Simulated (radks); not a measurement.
Charge is removed step by step from the 1s up level of H, starting from 1s(up 1, down 0). All-electron calculation, non-relativistic Kohn-Sham, r2SCAN, spin-polarised, spherical densities, point nucleus; meta-GGA in the generalised Kohn-Sham scheme. Program: a radial shooting solver on a logarithmic mesh with Libxc functionals.

removed (e)  E - E(0) (eV)  eigenvalue (eV)
0                    0.000           -8.026
0.25                 2.379          -11.025
0.5                  5.514          -14.035
0.75                 9.365          -16.637

The mean slope of the eigenvalue, de/dn, is 11.5 eV per electron.
